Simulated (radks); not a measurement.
The nuclear charge of neutral copper is varied continuously with 29 electrons held in [Ar] 3d10 4s1. All-electron calculation, scalar-relativistic Kohn-Sham, PBE, spin-polarised, spherical densities, finite nucleus; open shells are filled with parallel spins first; Fermi nuclear charge, rms radius 3.8823 fm. Program: a radial shooting solver on a logarithmic mesh with Libxc functionals. By the Hellmann-Feynman theorem dE/dZ = E(electron-nucleus)/Z, the electronic potential at the nucleus (averaged over a nucleus of fixed radius). The scalar-relativistic energy here is not variational (the density holds large components alone), so the two differ by a part that grows with Z.

Z     E (hartree)  E(electron-nucleus)/Z (hartree)  HOMO  e(HOMO) (eV)  <r> HOMO (bohr)
28.8  -1627.47268                         -136.094    3d        -2.667            1.072
29    -1654.85043                         -137.403    3d        -4.894            1.033
29.2  -1682.49027                         -138.708    4s        -6.664            2.776
29.4  -1710.39145                         -140.010    4s        -8.454            2.662
29.6  -1738.55337                         -141.309    4s       -10.364            2.561
29.8  -1766.97552                         -142.605    4s       -12.388            2.471
30    -1795.65751                         -143.900    4s       -14.521            2.389

The central difference of E at Z = 29 is -137.544 hartree, to compare with the third column; the second derivative is -6.55 hartree.
